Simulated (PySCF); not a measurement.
## Field gradients at the hydrogen positions

C3H16Si4.
Numbering: `[CH3:1][CH2:2][CH2:3][SiH2:4][SiH2:5][SiH2:6][SiH3:7]` (hydrogens: H8, H9, H10 on C1; H11, H12 on C2; H13, H14 on C3; H15, H16 on Si4; H17, H18 on Si5; H19, H20 on Si6; H21, H22, H23 on Si7)

Structure used (GFN2-xTB), in Å, numbered top down from 1:
```
atom  x, y, z in Å
C1    -4.292   -0.867    0.418
C2    -2.932   -0.322    0.839
C3    -1.914   -0.375   -0.296
Si4   -0.203    0.304    0.197
Si5    1.336    0.211   -1.533
Si6    3.464    0.917   -0.929
Si7    4.408   -0.224    0.845
H8    -4.207   -1.905    0.101
H9    -4.694   -0.288   -0.412
H10   -4.999   -0.817    1.243
H11   -2.559   -0.901    1.687
H12   -3.047    0.711    1.174
H13   -2.300    0.191   -1.147
H14   -1.815   -1.408   -0.636
H15    0.257   -0.468    1.363
H16   -0.406    1.677    0.686
H17    1.424   -1.165   -2.055
H18    0.843    0.962   -2.700
H19    3.394    2.351   -0.598
H20    4.387    0.896   -2.076
H21    4.545   -1.655    0.557
H22    3.565   -0.124    2.040
H23    5.740    0.237    1.242
```

Level: PBE0/pcSseg-1 (PySCF, non-relativistic); Q(2H) = 0.00286 b; rigid geometry, the same for H and D, with no vibrational averaging.

Question: Rank these positions by the coupling χzz of a deuteron there, largest first.
A. H22 (Si–H hydrogen)
B. H11 (methylene hydrogen)
C. H9 (methyl hydrogen)

Answer: C (211 kHz), B (203 kHz), A (110 kHz).

Question: Tabulate Vzz, the asymmetry η and χzz = 234.96 MHz × Q × Vzz for every hydrogen position.

Answer: 
```json
{"atom": "H8", "bonded to": "C1", "bond length (Å)": "1.088", "Vzz (au)": "0.3140", "η": "0.02", "χzz (kHz)": "211"}
{"atom": "H9", "bonded to": "C1", "bond length (Å)": "1.088", "Vzz (au)": "0.3139", "η": "0.02", "χzz (kHz)": "211"}
{"atom": "H10", "bonded to": "C1", "bond length (Å)": "1.088", "Vzz (au)": "0.3156", "η": "0.02", "χzz (kHz)": "212"}
{"atom": "H11", "bonded to": "C2", "bond length (Å)": "1.092", "Vzz (au)": "0.3024", "η": "0.03", "χzz (kHz)": "203"}
{"atom": "H12", "bonded to": "C2", "bond length (Å)": "1.092", "Vzz (au)": "0.3025", "η": "0.03", "χzz (kHz)": "203"}
{"atom": "H13", "bonded to": "C3", "bond length (Å)": "1.093", "Vzz (au)": "0.3090", "η": "0.03", "χzz (kHz)": "208"}
{"atom": "H14", "bonded to": "C3", "bond length (Å)": "1.092", "Vzz (au)": "0.3092", "η": "0.03", "χzz (kHz)": "208"}
{"atom": "H15", "bonded to": "Si4", "bond length (Å)": "1.472", "Vzz (au)": "0.1584", "η": "0.02", "χzz (kHz)": "106"}
{"atom": "H16", "bonded to": "Si4", "bond length (Å)": "1.472", "Vzz (au)": "0.1591", "η": "0.02", "χzz (kHz)": "107"}
{"atom": "H17", "bonded to": "Si5", "bond length (Å)": "1.474", "Vzz (au)": "0.1593", "η": "0.00", "χzz (kHz)": "107"}
{"atom": "H18", "bonded to": "Si5", "bond length (Å)": "1.473", "Vzz (au)": "0.1604", "η": "0.01", "χzz (kHz)": "108"}
{"atom": "H19", "bonded to": "Si6", "bond length (Å)": "1.474", "Vzz (au)": "0.1591", "η": "0.00", "χzz (kHz)": "107"}
{"atom": "H20", "bonded to": "Si6", "bond length (Å)": "1.472", "Vzz (au)": "0.1603", "η": "0.01", "χzz (kHz)": "108"}
{"atom": "H21", "bonded to": "Si7", "bond length (Å)": "1.465", "Vzz (au)": "0.1635", "η": "0.00", "χzz (kHz)": "110"}
{"atom": "H22", "bonded to": "Si7", "bond length (Å)": "1.466", "Vzz (au)": "0.1630", "η": "0.01", "χzz (kHz)": "110"}
{"atom": "H23", "bonded to": "Si7", "bond length (Å)": "1.464", "Vzz (au)": "0.1646", "η": "0.00", "χzz (kHz)": "111"}
```

Question: Average by the element that carries the hydrogen.

Answer: on C: 208 kHz over 7 positions, mean bond length 1.091 Å; on Si: 108 kHz over 9 positions, mean bond length 1.470 Å.

Question: How does χzz go with the bond length over the 9 Si–H bonds?

Answer: A straight-line fit has a slope of -3.7 kHz for each 0.01 Å, with a correlation coefficient of -0.94, over lengths from 1.464 to 1.474 Å. The longer bonds have the smaller couplings here.

Question: A static deuteron (I = 1) shows a doublet split by (3/2)χ, (3/4)χ(1 + η) and (3/4)χ(1 − η) with the field along z, y and x of the gradient. What are these for H9?

Answer: With |χ| = 210.9 kHz and η = 0.021: 316, 162 and 155 kHz, to first order and without motion.

Geometry: GFN2-xTB, one conformer, isolated molecule. GFN2-xTB bond lengths can be off by several hundredths of an ångström, more for odd bonds, and the gradients follow them. With so small a basis the couplings can be 20 % off.

The run behind these numbers computed NMR shieldings as well. Hardware: Arm Neoverse V1, one thread, no GPU (shared host). Cost: 75 s wall, 1.1 GiB resident at most.
